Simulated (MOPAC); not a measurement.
Job for MOPAC: PM3 on SnN, 2S+1 = 2, a spin state set in the input, which need not be the lowest, a point of a bond scan (R = 2.065 Å).

```
PM3 1SCF PRECISE CHARGE=0 UHF MS=0.5 THREADS=1
NSn

N      0.00000000 1     0.00000000 1     0.00000000 1
Sn     0.00000000 1     0.00000000 1     2.06529700 1
```

Program output:

```
*******************************************************************************
 **                                                                           **
 **                              MOPAC v23.2.5                                **
 **                                                                           **
 *******************************************************************************
 ** MOPAC's Digital Object Identifier: https://doi.org/10.5281/zenodo.6511958 **
 **                                                                           **
 ** Please cite the open-source release paper for use of this MOPAC version:  **
 ** J. E. Moussa and J. J. P. Stewart (2026)                                  **
 ** MOPAC: An open-source semiempirical molecular orbital program             **
 ** J. Open Source Softw., 11(119), 8025, https://doi.org/10.21105/joss.08025 **
 *******************************************************************************

                              PM3 CALCULATION RESULTS

 *******************************************************************************
 *  PM3        - The PM3 Hamiltonian to be used
 *  UHF        - UNRESTRICTED HARTREE-FOCK CALCULATION
 *
 *
 *
 *                 CHARGE ON SYSTEM = 0
 *
 *
 *
 *  MS=        - IN MECI, MAGNETIC COMPONENT OF SPIN =  0.5
 *  PRECISE    - TIGHTER CRITERIA TO BE USED
 *  1SCF       - DO 1 SCF AND THEN STOP
 *  THREADS=1  - MULTI-THREADING NOT USED
 *  T=         - A TIME OF 172800.0 SECONDS REQUESTED
 *  DUMP=N     - RESTART FILE WRITTEN EVERY 7200.0 SECONDS REQUESTED
 *******************************************************************************
PM3 1SCF PRECISE CHARGE=0 UHF MS=0.5 THREADS=1
 NSn

   ATOM   CHEMICAL          X               Y               Z
  NUMBER   SYMBOL      (ANGSTROMS)     (ANGSTROMS)     (ANGSTROMS)

     1       N          0.00000000  *   0.00000000  *   0.00000000  *
     2      Sn          0.00000000  *   0.00000000  *   2.06529700  *



          CARTESIAN COORDINATES

    NO.       ATOM           X           Y           Z

     1         N          0.0000      0.0000      0.0000
     2        Sn          0.0000      0.0000      2.0653

  N: (PM3): J. J. P. STEWART, J. COMP. CHEM. 10, 209 (1989).
 Sn: (PM3): J. J. P. STEWART, J. COMP. CHEM. 12, 320-341 (1991).

           Empirical Formula: N Sn  =     2 atoms



      MOLECULAR POINT GROUP   :   C*v


          UHF CALCULATION, NO. OF ALPHA ELECTRONS =    5
                           NO. OF BETA  ELECTRONS =    4

 -------------------------------------------------------------------------------
 PM3 1SCF PRECISE CHARGE=0 UHF MS=0.5 THREADS=1
 NSn



     1SCF WAS SPECIFIED, SO BFGS WAS NOT USED
     SCF FIELD WAS ACHIEVED


                              PM3 CALCULATION
                                                       MOPAC v23.2.5 Linux




          FINAL HEAT OF FORMATION =        118.50993 KCAL/MOL =     495.84555 KJ/MOL


          COSMO AREA              =         92.31 SQUARE ANGSTROMS
          COSMO VOLUME            =         80.41 CUBIC ANGSTROMS

          IONIZATION POTENTIAL    =          8.648916 EV
          ALPHA SOMO LUMO (EV)    =        -10.047 -1.803
          BETA  SOMO LUMO (EV)    =         -8.649 -2.673
          NO. OF ALPHA ELECTRONS  =          5
          NO. OF BETA  ELECTRONS  =          4
          MOLECULAR WEIGHT        =        132.6967         POINT GROUP:  C*v

          MOLECULAR DIMENSIONS (Angstroms)

            Atom       Atom       Distance
           Sn     2    N     1     2.06530
           Sn     2    N     1     0.00000
            N     1   Sn     2     0.00000


          SCF CALCULATIONS        =          1





   ATOM   CHEMICAL          X               Y               Z
  NUMBER   SYMBOL      (ANGSTROMS)     (ANGSTROMS)     (ANGSTROMS)

     1       N          0.00000000  *   0.00000000  *   0.00000000  *
     2      Sn          0.00000000  *   0.00000000  *   2.06529700  *

                             CARTESIAN COORDINATES

   1    N        0.000000000     0.000000000     0.000000000
   2   Sn        0.000000000     0.000000000     2.065297000


           Empirical Formula: N Sn  =     2 atoms



      MOLECULAR POINT GROUP   :   C*v


          ALPHA EIGENVALUES
 -21.50536 -13.17868 -11.80586 -11.80586 -10.04665  -1.80289  -1.80289   0.27520


           BETA EIGENVALUES
 -19.59630 -11.58353  -8.64892  -8.64892  -2.67286  -0.85096  -0.85096   1.52649


              NET ATOMIC CHARGES AND DIPOLE CONTRIBUTIONS

  ATOM NO.   TYPE          CHARGE      No. of ELECS.   s-Pop       p-Pop
    1          N          -0.263766        5.2638     1.79487     3.46890
    2         Sn           0.263766        3.7362     1.85100     1.88523
 DIPOLE           X         Y         Z       TOTAL
 POINT-CHG.     0.000     0.000     2.617     2.617
 HYBRID        -0.000     0.000    -1.671     1.671
 SUM           -0.000     0.000     0.946     0.946


          ATOMIC ORBITAL ELECTRON POPULATIONS

     Atom    s        px        py        pz
    1  N   1.79487   1.28632   1.28632   0.89625
    2 Sn   1.85100   0.71368   0.71368   0.45788


                    (SZ)    =    0.500000
                    (S**2)  =    1.559261


          ATOMIC ORBITAL SPIN POPULATIONS

    Atom   Total    s     px     py     pz
         Atomic
    1  N  1.9966  0.070  0.579  0.579  0.769
    2 Sn -0.9966 -0.035 -0.579 -0.579  0.196

 **********************
 *                    *
 * JOB ENDED NORMALLY *
 *                    *
 **********************




 == MOPAC DONE ==
```

The run finished. Its determinant has ⟨S²⟩ = 1.56, a mixture of spin states.

Cost: very roughly 0.020 core-seconds.
